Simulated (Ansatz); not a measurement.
Total energies of SnEt3(NMe2) (C₈H₂₁NSn) from Ansatz at PBE0-D4/def2-TZVP, gas phase (1 Eh = 27.2114 eV = 2625.5 kJ/mol). The reference geometry is relaxed at r2SCAN-D4/def2-SVP.

```xyz
31

Sn    0.171    0.040    0.297
C     2.148   -0.782    0.658
C     2.425   -2.000   -0.221
H     2.220   -1.032    1.730
H     2.886    0.019    0.478
H     3.444   -2.396   -0.067
H     1.722   -2.822   -0.009
H     2.318   -1.757   -1.291
C    -0.210    1.869    1.429
C    -1.636    2.388    1.260
H     0.530    2.618    1.097
H     0.016    1.656    2.488
H    -1.810    3.312    1.839
H    -1.864    2.620    0.206
H    -2.384    1.651    1.597
C    -1.375   -1.441    0.659
C    -1.284   -2.056    2.054
H    -1.271   -2.210   -0.125
H    -2.358   -0.964    0.502
H    -2.069   -2.814    2.223
H    -0.315   -2.555    2.220
H    -1.396   -1.297    2.847
N     0.143    0.371   -1.746
C    -1.121    0.476   -2.434
C     1.155    1.229   -2.313
H    -1.559    1.502   -2.431
H    -1.868   -0.204   -1.992
H    -1.013    0.188   -3.501
H     2.120    1.094   -1.796
H     1.327    0.984   -3.382
H     0.906    2.316   -2.276
```

```csv
state,geometry,energy (Eh)
charge 0 singlet,reference,-586.23248
charge 1 doublet,reference,-585.96867
charge 1 doublet,relaxed at r2SCAN-D4/def2-SVP,-585.98438
free Sn atom (triplet),–,-214.25870
free C atom (triplet),–,-37.80537
free H atom (doublet),–,-0.50104
free N atom (quartet),–,-54.54382
```

In the def2 sets Sn takes a core potential; there is no spin–orbit coupling.

Q: Work out the vertical ionisation energy to the doublet.

A: E(charge 1 doublet) − E(charge 0 singlet) = -585.96867 − (-586.23248) = 0.26381 Eh = 7.18 eV. For comparison, −ε of the highest occupied level is 5.55 eV at this level, 1.63 eV less.

Q: How much does the charge 1 doublet relax, and what is the adiabatic ionisation energy?

A: Relaxation: -585.96867 − (-585.98438) = 0.01571 Eh = 0.43 eV. Adiabatic ionisation energy: 0.24810 Eh = 6.75 eV, without zero-point energy. 

Q: What is the binding energy per atom against free atoms?

A: Atoms: 1 × (-214.25870) + 8 × (-37.80537) + 21 × (-0.50104) + 1 × (-54.54382) = -581.76732 Eh. Binding: -581.76732 − (-586.23248) = 4.46516 Eh = 121.50 eV, or 3.92 eV for each of 31 atoms (no zero-point energy, no counterpoise term).
